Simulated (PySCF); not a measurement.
**How methods differ on the excitation energy of Bi⁺**

Bi⁺ [Xe] 4f14 5d10 6s2 6p2 (3P) → Bi⁺ [Xe] 4f14 5d10 6s1 6p3 (5S), as a difference of total energies. Calculation: PySCF 2.14, in aug-cc-pwCVDZ-PP with ECP60MDF; a scalar-relativistic core potential. Correlated levels: valence: 5s2 5p6 5d10 frozen; valence and next inner shell: nothing frozen outside the core potential. The calculations carry no spin-orbit coupling.

| method | excitation energy (eV) |
| --- | --- |
| UHF | 6.261 |
| LDA | 9.014 |
| PBE | 8.695 |
| PBE0 | 8.239 |
| r2SCAN | 8.056 |
| wB97X-V | 8.468 |
| wB97X | 8.971 |
| HSE06 | 8.318 |
| MN15 | 8.770 |
| MP2 (valence) | 6.861 |
| SCS-MP2 (valence) | 7.112 |

Problem. Estimate what MP2 (valence and next inner shell) gives.

Solution. 7.982 eV, closest to r2SCAN among the rows shown.

Problem. Estimate what SCS-MP2 (valence and next inner shell) gives.

Solution. 8.062 eV, closest to r2SCAN among the rows shown.

Spin-orbit coupling is strong in these open shells (close to jj coupling). The scalar numbers leave it out and a first-order estimate fails, so it can dominate the gap to the real levels.
